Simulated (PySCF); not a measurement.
GeCl₄ + F₂ → GeF₂ + 2 Cl₂

Level: PBE0 in the def2-TZVP basis family, all electrons, no relativity, computed in PySCF with density fitting; open shells unrestricted.

```csv
species,state and structure,E (Eh),ZPE (kJ/mol),H(298 K) − H(0) (kJ/mol),S° (J/(mol K))
GeCl₄,"singlet, Td, Ge–Cl 2.117 Å (×4)",-3917.17489,15.2,21.2,348.6
F₂,"singlet, D∞h, F–F 1.376 Å",-199.40856,6.6,8.7,201.9
GeF₂,"singlet, C2v, Ge–F 1.745 Å (×2); F–Ge–F 97.1°",-2276.40758,9.7,11.8,271.2
Cl₂,"singlet, D∞h, Cl–Cl 1.982 Å",-920.08940,3.5,9.1,222.5
```

Task: What is the electronic reaction energy?

Result: At PBE0/def2-TZVP, ΔE = -7.7 kJ/mol from the differences of the total energies times 2625.5, downhill. Fluorination of this kind underlies dry etching and chamber cleaning.

Task: Add zero-point, thermal and entropy terms for 298.15 K and 1 bar.

Result: ΔZPE = -5.1 and Δ[H(298) − H(0)] = 0.1 kJ/mol give ΔH° = -12.7 kJ/mol. ΔS° = 165.7 J/(mol K), so ΔG° = -12.7 − 298.15 × (0.1657) = -62 kJ/mol and log₁₀K = 10.9.

Only the bonding shown was studied: isomers, or loss of a ligand pair, can lie lower.
